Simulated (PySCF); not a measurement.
**Si3H7NO3**

The system: Si3H7NO3, a molecule; neutral, singlet. The structure, one conformer, was relaxed in the gas phase by PBE0-D3(BJ)/def2-SVP. No frequency run checks that it is a minimum.

SMILES: N[SiH]1O[SiH2]O[SiH2]O1

| atom | x (Å) | y (Å) | z (Å) |
| --- | --- | --- | --- |
| O1 | 1.189 | -0.747 | -0.547 |
| Si2 | 1.901 | 0.535 | 0.235 |
| O3 | 0.731 | 1.693 | 0.464 |
| Si4 | -0.875 | 1.785 | 0.041 |
| O5 | -1.275 | 0.364 | -0.725 |
| Si6 | -0.429 | -1.067 | -0.767 |
| N7 | -0.947 | -2.012 | 0.566 |
| H8 | 2.985 | 1.081 | -0.622 |
| H9 | 2.433 | 0.105 | 1.555 |
| H10 | -1.697 | 1.960 | 1.267 |
| H11 | -1.079 | 2.914 | -0.903 |
| H12 | -0.592 | -1.645 | -2.122 |
| H13 | -1.938 | -2.151 | 0.731 |
| H14 | -0.413 | -2.829 | 0.841 |

Shieldings: GIAO PBE0/pcSseg-1. Shifts are against computed references at the same level: H TMS (σ 31.27 ppm), Si TMS (σ 352.0 ppm). Core levels by delta-SCF with SCAN, pcX-2 on the ionised atom and pcseg-1 elsewhere, spin-free X2C (2p3/2 is the spin-free 2p value less a third of a first-order spin-orbit splitting); from the vacuum level, for chosen atoms.

Problem. Give the shieldings and core levels atom by atom.

Solution. 
```csv
atoms,bonded to,σ (ppm),δ (ppm),core level (eV)
O1 O5,2 Si,234.9,-,1s 537.93
Si2 Si4,2 O + 2 H,384.6,-32.6,2p3/2 108.05
O3,2 Si,250.6,-,1s 537.96
Si6,1 N + 2 O + 1 H,398.3,-46.3,2p3/2 108.08
N7,1 Si + 2 H,229.7,-,1s 404.95
H8 H11,1 Si,26.09,5.18,-
H9 H10,1 Si,26.01,5.25,-
H12,1 Si,26.26,5.01,-
H13 H14,1 N,30.31,0.96,-
```

Values are those of this one static structure; atoms that internal rotation interchanges would show their mean in an NMR spectrum.

Problem. By CAM-B3LYP/def2-SVPD (TDDFT singlets, Tamm-Dancoff triplets, ionisation by delta-SCF), where does absorption start, and what does vertical ionisation take?

Solution. The lowest singlet lies at 6.95 eV (f 0.044), the lowest triplet at 6.55 eV; vertical ionisation takes 10.35 eV.
